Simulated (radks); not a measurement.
Values are calculated unless marked as measured or tabulated.
Question: The mean radii <r> (bohr) of the occupied orbitals of an atom or ion are listed with their occupations. Code: a radial shooting solver on a logarithmic mesh with Libxc functionals. Model: scalar-relativistic Kohn-Sham, LDA (Slater exchange, VWN5 correlation), spin-polarised, spherical densities, point nucleus.

| orbital | occ. | <r> |
|---|---|---|
| 1s down | 1 | 0.02192 |
| 1s up | 1 | 0.02192 |
| 2s up | 1 | 0.09334 |
| 2s down | 1 | 0.09334 |
| 2p up | 3 | 0.08239 |
| 2p down | 3 | 0.08239 |
| 3s up | 1 | 0.2448 |
| 3s down | 1 | 0.2446 |
| 3p up | 3 | 0.2433 |
| 3p down | 3 | 0.2431 |
| 3d up | 5 | 0.2214 |
| 3d down | 5 | 0.2211 |
| 4s up | 1 | 0.5532 |
| 4s down | 1 | 0.5533 |
| 4p up | 3 | 0.5856 |
| 4p down | 3 | 0.5859 |
| 4d up | 5 | 0.6362 |
| 4d down | 5 | 0.6374 |
| 5s up | 1 | 1.324 |
| 5s down | 1 | 1.342 |
| 5p up | 3 | 1.542 |
| 5p down | 3 | 1.571 |
| 4f up | 7 | 0.8495 |
| 5d up | 1 | 2.319 |

Name the element and its charge. Open shells, if any, are filled with parallel spins first.

Answer: Z = 64, gadolinium, charge +2: Gd2+ in [Xe] 4f7 5d1. The 1s radius gives Z: for a bare nucleus <r> = (2 gamma + 1)/(2Z) with gamma = sqrt(1 - (Z/c)^2), 0.02163 bohr for Z = 64, and screening makes it slightly larger (0.02192 here). The occupations add up to 62, and the charge is Z minus that.
